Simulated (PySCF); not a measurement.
**ICl₆⁺: breathing scan**

All numbers come from B3LYP in PySCF with I def2-SVP with ECP28, Cl def2-SVP; scalar-relativistic core potentials, no spin–orbit coupling; density-fitted integrals.

Rigid scan from the singlet minimum (I–Cl 2.397 Å (×6); Cl–I–Cl 90.0° (×12), Cl–I–Cl 180.0° (×3)). Coordinate: all bonds to the central atom scaled together. Energies in kJ/mol from the minimum.

| scale of all bonds to the centre | E (kJ/mol) |
| --- | --- |
| 0.88 | 469.9 |
| 0.92 | 173.9 |
| 0.96 | 36.4 |
| 1.00 | 0.0 |
| 1.04 | 25.9 |
| 1.08 | 87.9 |
| 1.14 | 213.0 |
| 1.22 | 393.6 |
| 1.35 | 655.8 |

At long bonds a restricted determinant can lie too high, and another spin state can fall below this curve.
